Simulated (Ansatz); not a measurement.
The same path of Cl2F2H4HfOSi (11 atoms, charge 0, multiplicity 1) was run twice with different band settings. Lost on the way: O6–H11. Made: Cl2–H11.

The calculation used RKS PBE/def2-SVP in Ansatz 0.2.0.

Relaxed end points:

```xyz
11
Properties=species:S:1:pos:R:3
Hf 0.041 0.035 0.086
Cl -1.085 -0.505 2.147
Cl 2.239 -0.723 -0.464
F -0.418 1.707 -0.723
F -0.957 -1.149 -1.033
O 1.217 1.313 1.659
Si 2.824 1.966 1.724
H 3.798 0.894 2.101
H 3.087 2.527 0.367
H 2.789 3.035 2.775
H 0.747 1.209 2.514
```

```xyz
11
Properties=species:S:1:pos:R:3
Hf 0.391 0.165 -0.109
Cl -1.321 0.735 2.293
Cl 2.066 -0.074 -1.754
F -0.957 1.203 -0.994
F -0.095 -1.646 0.293
O 1.411 1.117 1.317
Si 2.895 1.773 1.822
H 3.893 0.667 2.011
H 3.391 2.748 0.795
H 2.659 2.477 3.129
H -0.052 1.143 2.350
```

Common settings: movable images 7; climbing image yes; spring 5.0 eV/Å²; optimiser quadratic models (default); start path through a guess of the saddle point; iteration limit 60; end points relaxed.

| run | force threshold |
| --- | --- |
| 1 | 0.05 eV/Å |
| 2 | 0.2 eV/Å |

**Question.** What does each run give, and how far can it be trusted?

**Answer.** Run 1: converged after 18 iterations, highest image 0.653 eV above the first end. The top lies less than 8 meV above the higher end, about what the thresholds resolve: that end is a shoulder or a very shallow well. A vibrational analysis at the climbing image gives one clearly imaginary mode, 74i cm⁻¹: a first-order saddle point.
Run 2: converged after 13 iterations, highest image 0.664 eV above the first end. The threshold of 0.2 eV/Å is loose, so the images may lie well off the minimum-energy path. The order of the stationary point at the top wasn't checked.
The orbitals stay closed-shell, which can raise the energy where a bond breaks towards radicals; this wasn't checked here.
